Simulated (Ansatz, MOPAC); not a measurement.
Molecule: H$_{5}$SiO$_{3}$, charge 1, multiplicity 1. SMILES: O[SiH](O)[OH2+]

Atoms: O1, Si2, O3, O4, H5, H6, H7, H8, H9. Bonds: O1-Si2, O1-H5, Si2-O3, Si2-O4, Si2-H6, O3-H7, O4-H8, O4-H9.

Bond lengths (Å) and angles (degrees) optimised at PM3 with MOPAC; PM6 with MOPAC; PM7 with MOPAC; HF/3-21G with Ansatz (a program for electronic structure); HF/6-31G* with Ansatz; B3LYP/6-31G* with Ansatz, each started from the B3LYP-D3(BJ)/def2-TZVP structure (Ansatz) of the last column. A row stands for all coordinates that are equal there; 8 of 12 kinds are shown. 6-31G* holds six Cartesian d functions. At PM7 the structure is a saddle point. At HF/3-21G the structure is a saddle point.

```csv
coordinate,PM3,PM6,PM7,HF/3-21G,HF/6-31G*,B3LYP/6-31G*,B3LYP-D3(BJ)/def2-TZVP
O1-Si2,1.652,1.536,1.535,1.608,1.594,1.615,1.599
O1-H5,0.944,0.926,0.970,0.956,0.950,0.969,0.962
Si2-O4,1.798,1.834,1.782,1.796,1.815,1.837,1.812
Si2-H6,1.488,1.408,1.465,1.446,1.447,1.464,1.458
O4-H8,0.968,0.981,1.016,0.975,0.962,0.981,0.974
O1-Si2-O3,110.3,126.1,117.6,119.3,119.7,119.5,119.1
O1-Si2-O4,91.7,105.6,97.4,96.1,95.6,94.7,95.8
Si2-O1-H5,124.2,170.8,139.7,145.7,128.1,125.2,127.1
```

Mean signed difference of all 8 bond lengths from B3LYP-D3(BJ)/def2-TZVP: PM3 0.009 Å, PM6 -0.027 Å, PM7 -0.006 Å, HF/3-21G -0.002 Å, HF/6-31G* -0.008 Å, B3LYP/6-31G* 0.011 Å.
